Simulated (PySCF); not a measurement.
SMILES N[SiH2][SiH2]c1cccs1 (GFN2-xTB optimised geometry):

```
17

N      3.546    -1.257     0.226
Si     1.826    -1.370     0.255
Si     1.090     0.797     0.000
C     -0.786     0.797     0.000
C     -1.648    -0.260    -0.011
C     -3.010     0.110    -0.019
C     -3.176     1.458    -0.014
S     -1.672     2.288     0.000
H      4.089    -2.105     0.211
H      4.006    -0.577     0.810
H      1.534    -2.288    -0.852
H      1.296    -2.034     1.467
H      1.500     1.717     1.078
H      1.505     1.468    -1.243
H     -1.310    -1.282    -0.013
H     -3.825    -0.593    -0.028
H     -4.089     2.019    -0.016
```

Method: PBE0/def2-SVP (PySCF).

Task: What are the frontier orbital energies and the dipole moment?

Result: HOMO-2 -7.25 eV, HOMO-1 -7.18 eV, HOMO -6.84 eV, LUMO -0.60 eV, LUMO+1 -0.17 eV; dipole moment 1.30 D.

Meta-Löwdin charges at PBE0/def2-SVP: N1 -0.68, Si2 0.51, Si3 0.35, C4 -0.33, C5 -0.13, C6 -0.14, C7 -0.23, S8 0.26, H9 0.22, H10 0.21, H11 -0.10, H12 -0.13, H13 -0.08, H14 -0.08, H15 0.11, H16 0.12, H17 0.13.
